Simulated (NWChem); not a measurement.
System: C$_{3}$H$_{4}$O$_{2}$S; SMILES C#CS(C)(=O)=O

Here is an NWChem input.

```
start job
memory heap 200 mb stack 900 mb global 1100 mb
geometry units angstroms noautoz
  C      0.018998     2.557764     0.000000
  C     -0.024536     1.350102     0.000000
  S     -0.162493    -0.386855     0.000000
  C      1.569180    -0.883521     0.000000
  O     -0.761760    -0.785516    -1.274580
  O     -0.761760    -0.785516     1.274580
  H      0.058692     3.624998     0.000000
  H      2.051487    -0.502985     0.902444
  H      1.569883    -1.976988     0.000000
  H      2.051487    -0.502985    -0.902444
end
basis spherical
  C library def2-svp
  S library def2-svp
  O library def2-svp
  H library def2-svp
end
dft
  xc scan
  grid xfine
  iterations 150
  mulliken
end
task dft gradient
```

NWChem printed, in part:

```
             Northwest Computational Chemistry Package (NWChem) 7.3.0
             --------------------------------------------------------

 CS  symmetry detected

                             Geometry "geometry" -> ""
                             -------------------------

 Output coordinates in angstroms (scale by  1.889725989 to convert to a.u.)

  No.       Tag          Charge          X              Y              Z
 ---- ---------------- ---------- -------------- -------------- --------------
    1 C                    6.0000     0.02183842     2.55714488     0.00000000
    2 C                    6.0000    -0.02588215     1.34964106     0.00000000
    3 S                   16.0000    -0.16986017    -0.38682722     0.00000000
    4 C                    6.0000     1.56008054    -0.88949376     0.00000000
    5 O                    8.0000    -0.77050568    -0.78340822    -1.27458000
    6 O                    8.0000    -0.77050568    -0.78340822     1.27458000
    7 H                    1.0000     0.06523217     3.62423485     0.00000000
    8 H                    1.0000     2.04370392    -0.51063215     0.90244400
    9 H                    1.0000     1.55699260    -1.98295662     0.00000000
   10 H                    1.0000     2.04370392    -0.51063215    -0.90244400

 Effective nuclear repulsion energy (a.u.)     303.9035130915

      Symmetry information
      --------------------

 Group name             Cs
 Group number              2
 Group order               2
 No. of unique centers     8

                                 NWChem DFT Module
                                 -----------------

 Summary of "ao basis" -> "ao basis" (spherical)
 ------------------------------------------------------------------------------
       Tag                 Description            Shells   Functions and Types
 ---------------- ------------------------------  ------  ---------------------
 C                          def2-svp                 6       14   3s2p1d
 S                          def2-svp                 8       18   4s3p1d
 O                          def2-svp                 6       14   3s2p1d
 H                          def2-svp                 3        5   2s1p

      Symmetry analysis of basis
      --------------------------

        a'         70
        a"         38

            General Information
            -------------------
          SCF calculation type: DFT
          Wavefunction type:  closed shell.
          No. of atoms     :    10
          No. of electrons :    54
           Alpha electrons :    27
            Beta electrons :    27
          Charge           :     0
          Spin multiplicity:     1
          Use of symmetry is: on ; symmetry adaption is: on
          Maximum number of iterations: 150
          AO basis - number of functions:   108
                     number of shells:    50
          Convergence on energy requested:  1.00D-06
          Convergence on density requested:  1.00D-05
          Convergence on gradient requested:  5.00D-04

              XC Information
              --------------
                         SCAN Method XC Functional
                  SCAN metaGGA Exchange Functional  1.000
                        SCAN Correlation Potential  1.000

             Grid Information
             ----------------
          Grid used for XC integration:  xfine
          Radial quadrature: Mura-Knowles
          Angular quadrature: Lebedev.
          Tag              B.-S. Rad. Rad. Pts. Rad. Cut. Ang. Pts.
          ---              ---------- --------- --------- ---------
          C                   0.70      100          12.0      1454
          S                   1.00      125          11.0      1454
          O                   0.60      100          12.0      1454
          H                   0.35      100          14.0      1202
          Grid pruning is: on
          Number of quadrature shells:   825
          Spatial weights used:  Erf1

      Superposition of Atomic Density Guess
      -------------------------------------

 Sum of atomic energies:        -661.60117381

      Non-variational initial energy
      ------------------------------

 Total energy =    -664.654457
 1-e energy   =   -1513.249836
 2-e energy   =     544.691865
 HOMO         =      -0.352836
 LUMO         =       0.022092

      Symmetry analysis of molecular orbitals - initial
      -------------------------------------------------

  Numbering of irreducible representations:

     1 a'          2 a"

  Orbital symmetries:

     1 a'          2 a"          3 a'          4 a'          5 a'
     6 a'          7 a'          8 a"          9 a'         10 a'
    11 a'         12 a"         13 a'         14 a'         15 a'
    16 a'         17 a'         18 a'         19 a"         20 a"
    21 a'         22 a"         23 a'         24 a"         25 a'
    26 a"         27 a'         28 a'         29 a"         30 a'
    31 a'         32 a'         33 a'         34 a"         35 a'
    36 a'         37 a"

     ---------------------------------------------
      Total Density - Mulliken Population Analysis
     ---------------------------------------------

    Atom       Charge   Shell Charges
 -----------   ------   -------------------------------------------------------
    1 C    6     6.41   1.99  0.99  0.67  1.91  0.82  0.03
    2 C    6     5.77   1.99  0.98  0.10  1.88  0.78  0.03
    3 S   16    14.31   2.00  1.99  0.98  0.27  5.93  1.31  1.40  0.43
    4 C    6     6.18   1.99  0.96  0.21  1.99  1.02  0.02
    5 O    8     8.91   1.99  1.13  0.73  3.06  1.99  0.01
    6 O    8     8.91   1.99  1.13  0.73  3.06  1.99  0.01
    7 H    1     0.88   0.63  0.22  0.03
    8 H    1     0.88   0.66  0.20  0.02
    9 H    1     0.88   0.66  0.20  0.03
   10 H    1     0.88   0.66  0.20  0.02

   convergence    iter        energy       DeltaE   RMS-Dens  Diis-err
 ---------------- ----- ----------------- --------- --------- ---------
 d= 0,ls=0.0,diis     1   -664.5596785121 -9.68D+02  3.64D-02  2.06D+00
 d= 0,ls=0.0,diis     2   -663.3711462820  1.19D+00  2.63D-02  1.41D+01
 d= 0,ls=0.0,diis     3   -664.7804752529 -1.41D+00  4.14D-03  1.52D-01
 d= 0,ls=0.0,diis     4   -664.7878881727 -7.41D-03  2.13D-03  8.44D-02
 d= 0,ls=0.0,diis     5   -664.7947548067 -6.87D-03  1.10D-03  2.91D-02
  Resetting Diis
 d= 0,ls=0.0,diis     6   -664.7986134945 -3.86D-03  1.74D-04  3.63D-04
 d= 0,ls=0.0,diis     7   -664.7986692939 -5.58D-05  6.05D-05  1.09D-05
 d= 0,ls=0.0,diis     8   -664.7986678006  1.49D-06  3.85D-05  2.07D-05
 d= 0,ls=0.0,diis     9   -664.7986703625 -2.56D-06  1.21D-05  3.90D-06
 d= 0,ls=0.0,diis    10   -664.7986708576 -4.95D-07  2.98D-06  1.58D-07

         Total DFT energy =     -664.798670857582
      One electron energy =    -1514.772274450698
           Coulomb energy =      606.611455037131
    Exchange-Corr. energy =      -60.541364535495
 Nuclear repulsion energy =      303.903513091481

 Numeric. integr. density =       54.000000033609

                  Occupations of the irreducible representations
                  ----------------------------------------------

                     irrep           alpha         beta
                     --------     --------     --------
                     a'               19.0         19.0
                     a"                8.0          8.0

                       DFT Final Molecular Orbital Analysis
                       ------------------------------------

 Vector   25  Occ=2.000000D+00  E=-2.859313D-01  Symmetry=a"
              MO Center= -5.2D-01, -4.2D-01,  4.1D-13, r^2= 3.2D+00
   Bfn.  Coefficient  Atom+Function         Bfn.  Coefficient  Atom+Function
  ----- ------------  ---------------      ----- ------------  ---------------
    64      0.305230   5 O  px               78     -0.305230   6 O  px
    65     -0.226905   5 O  py               79      0.226905   6 O  py
    67      0.225447   5 O  px               81     -0.225447   6 O  px
    68     -0.174645   5 O  py               82      0.174645   6 O  py
     6     -0.165505   1 C  pz               66     -0.157785   5 O  pz

 Vector   26  Occ=2.000000D+00  E=-2.815038D-01  Symmetry=a'
              MO Center= -2.9D-01, -5.0D-01, -4.4D-13, r^2= 3.0D+00
   Bfn.  Coefficient  Atom+Function         Bfn.  Coefficient  Atom+Function
  ----- ------------  ---------------      ----- ------------  ---------------
    22      0.285744   2 C  py               64     -0.275095   5 O  px
    78     -0.275095   6 O  px               50     -0.253828   4 C  px
    65      0.252294   5 O  py               79      0.252294   6 O  py
     3     -0.215041   1 C  s                67     -0.204218   5 O  px
    81     -0.204218   6 O  px               68      0.178360   5 O  py

 Vector   27  Occ=2.000000D+00  E=-2.701991D-01  Symmetry=a"
              MO Center= -5.0D-01,  7.3D-02, -6.0D-14, r^2= 3.8D+00
   Bfn.  Coefficient  Atom+Function         Bfn.  Coefficient  Atom+Function
  ----- ------------  ---------------      ----- ------------  ---------------
     6      0.268037   1 C  pz               65      0.249976   5 O  py
    79     -0.249976   6 O  py               66     -0.247900   5 O  pz
    80     -0.247900   6 O  pz               20      0.204511   2 C  pz
    68      0.184196   5 O  py               69     -0.183539   5 O  pz
    82     -0.184196   6 O  py               83     -0.183539   6 O  pz

 Vector   28  Occ=0.000000D+00  E=-5.667781D-02  Symmetry=a'
              MO Center= -1.1D-02,  1.4D+00, -3.8D-15, r^2= 3.4D+00
   Bfn.  Coefficient  Atom+Function         Bfn.  Coefficient  Atom+Function
  ----- ------------  ---------------      ----- ------------  ---------------
     7      0.570892   1 C  px               21     -0.509177   2 C  px
     4      0.420392   1 C  px               39     -0.333870   3 S  px
    18     -0.328262   2 C  px               49      0.259480   4 C  s
   100     -0.205812   9 H  s                53     -0.195954   4 C  px
    42     -0.157072   3 S  d -2             69     -0.131563   5 O  pz

 Vector   29  Occ=0.000000D+00  E=-4.347068D-02  Symmetry=a"
              MO Center= -5.2D-02,  1.5D+00, -5.1D-15, r^2= 3.0D+00
   Bfn.  Coefficient  Atom+Function         Bfn.  Coefficient  Atom+Function
  ----- ------------  ---------------      ----- ------------  ---------------
     9      0.566464   1 C  pz               23     -0.492848   2 C  pz
     6      0.423220   1 C  pz               41     -0.420786   3 S  pz
    20     -0.374065   2 C  pz               63     -0.209009   5 O  s
    77      0.209009   6 O  s                65     -0.151119   5 O  py
    79      0.151119   6 O  py               68     -0.147904   5 O  py

 Vector   30  Occ=0.000000D+00  E= 2.152208D-02  Symmetry=a'
              MO Center=  3.1D-01,  4.1D-01,  9.0D-16, r^2= 3.6D+00
   Bfn.  Coefficient  Atom+Function         Bfn.  Coefficient  Atom+Function
  ----- ------------  ---------------      ----- ------------  ---------------
    32      1.249250   3 S  s                17     -1.132196   2 C  s
    40      0.748232   3 S  py               22      0.590834   2 C  py
    53      0.543642   4 C  px               31      0.480191   3 S  s
    90     -0.371051   7 H  s                39      0.362972   3 S  px
    37      0.295875   3 S  py               30     -0.285618   3 S  s

     ---------------------------------------------
      Total Density - Mulliken Population Analysis
     ---------------------------------------------

    Atom       Charge   Shell Charges
 -----------   ------   -------------------------------------------------------
    1 C    6     6.41   1.99  0.93  0.72  1.99  0.77  0.02
    2 C    6     5.68   1.99  0.94 -0.01  2.05  0.70  0.03
    3 S   16    15.29   2.00  1.98  1.21  0.19  5.93  1.70  1.55  0.73
    4 C    6     6.07   1.99  0.93  0.16  2.11  0.86  0.03
    5 O    8     8.45   1.99  1.11  0.77  2.81  1.76  0.02
    6 O    8     8.45   1.99  1.11  0.77  2.81  1.76  0.02
    7 H    1     0.93   0.73  0.17  0.03
    8 H    1     0.91   0.73  0.15  0.03
    9 H    1     0.90   0.72  0.15  0.03
   10 H    1     0.91   0.73  0.15  0.03

     -------------------------------------------
      Total Density - Lowdin Population Analysis
     -------------------------------------------

    Atom       Charge   Shell Charges
 -----------   ------   -------------------------------------------------------
    1 C    6     6.00   1.97  0.64  0.36  1.79  1.19  0.05
    2 C    6     6.22   1.97  0.68  0.34  1.89  1.28  0.06
    3 S   16    14.84   2.00  1.93  0.75  0.37  5.80  1.64  1.41  0.94
    4 C    6     6.16   1.97  0.62  0.33  1.90  1.29  0.06
    5 O    8     8.49   1.98  1.00  0.73  2.69  2.07  0.03
    6 O    8     8.49   1.98  1.00  0.73  2.69  2.07  0.03
    7 H    1     0.95   0.60  0.26  0.08
    8 H    1     0.95   0.63  0.25  0.07
    9 H    1     0.95   0.62  0.25  0.07
   10 H    1     0.95   0.63  0.25  0.07

     Multipole analysis of the density
     ---------------------------------

     L   x y z        total         alpha         beta         nuclear
     -   - - -        -----         -----         ----         -------
     0   0 0 0     -0.000000    -27.000000    -27.000000     54.000000

     1   1 0 0      1.505475      0.752738      0.752738      0.000000
     1   0 1 0      0.870237      0.435119      0.435119      0.000000
     1   0 0 1      0.000000      0.000000      0.000000      0.000000

     2   2 0 0    -30.046469    -78.146126    -78.146126    126.245783
     2   1 1 0     -2.666193      3.004994      3.004994     -8.676181
     2   1 0 1     -0.000000     -0.000000     -0.000000      0.000000
     2   0 2 0    -23.863589   -163.189269   -163.189269    302.514949
     2   0 1 1     -0.000000     -0.000000     -0.000000      0.000000
     2   0 0 2    -35.335679    -66.987232    -66.987232     98.638786

            General Information
            -------------------
          SCF calculation type: DFT
          Wavefunction type:  closed shell.
          No. of atoms     :    10
          No. of electrons :    54
           Alpha electrons :    27
            Beta electrons :    27
          Charge           :     0
          Spin multiplicity:     1
          Use of symmetry is: on ; symmetry adaption is: on
          Maximum number of iterations: 150
          AO basis - number of functions:   108
                     number of shells:    50
          Convergence on energy requested:  1.00D-06
          Convergence on density requested:  1.00D-05
          Convergence on gradient requested:  5.00D-04

              XC Information
              --------------
                         SCAN Method XC Functional
                  SCAN metaGGA Exchange Functional  1.000
                        SCAN Correlation Potential  1.000

[...]

                         DFT ENERGY GRADIENTS

    atom               coordinates                        gradient
                 x          y          z           x          y          z
   1 C       0.041269   4.832303   0.000000    0.000012  -0.006303   0.000000
   2 C      -0.048910   2.550452   0.000000    0.000726   0.015263   0.000000
   3 S      -0.320989  -0.730997   0.000000    0.001182   0.006004   0.000000
   4 C       2.948125  -1.680899   0.000000    0.007236  -0.002689   0.000000
   5 O      -1.456045  -1.480427  -2.408607   -0.005027  -0.003383  -0.008618
   6 O      -1.456045  -1.480427   2.408607   -0.005027  -0.003383   0.008618
   7 H       0.123271   6.848811   0.000000   -0.000147  -0.005796   0.000000
   8 H       3.862040  -0.964955   1.705372   -0.000463  -0.001549  -0.003429
   9 H       2.942289  -3.747245   0.000000    0.001970   0.003384   0.000000
  10 H       3.862040  -0.964955  -1.705372   -0.000463  -0.001549   0.003429
```

Level: SCAN/def2-SVP. Coordinates come from a B3LYP/6-31G* (spherical d) optimisation.
